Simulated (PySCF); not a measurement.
Ag(NH3)2, H₆AgN₂ (cation, charge +1), SMILES [NH3]->[Ag+]<-[NH3], PBE0/def2-SVP optimised geometry.

```
9

Ag     0.00    -0.02     0.00
N      2.14    -0.02     0.00
H      2.53     0.74    -0.56
H      2.53    -0.88    -0.38
H      2.53     0.09     0.94
N     -2.14    -0.02     0.00
H     -2.53     0.88    -0.27
H     -2.53    -0.23     0.92
H     -2.53    -0.71    -0.65
```

Density from PBE0/def2-TZVP, def2 effective core potentials past Kr run with PySCF at that geometry. The core electrons that the potentials of Ag replace are not part of the density.

Minimum of the electron density along straight lines between bonded atoms, close to the bond critical point (lines longer than 1.1 times the sum of covalent radii, or with two minima, are not listed):

```csv
bond,length / Å,ρ at the minimum / e bohr⁻³,∇²ρ there / e bohr⁻⁵,position (fraction from the first atom)
Ag1–N2,2.143,0.086,0.34,0.52
N2–H3,1.022,0.331,-1.68,0.75
N2–H4,1.022,0.331,-1.68,0.75
N2–H5,1.022,0.331,-1.68,0.75
Ag1–N6,2.143,0.086,0.34,0.52
N6–H7,1.022,0.331,-1.68,0.75
N6–H8,1.022,0.331,-1.68,0.75
N6–H9,1.022,0.331,-1.68,0.75
```
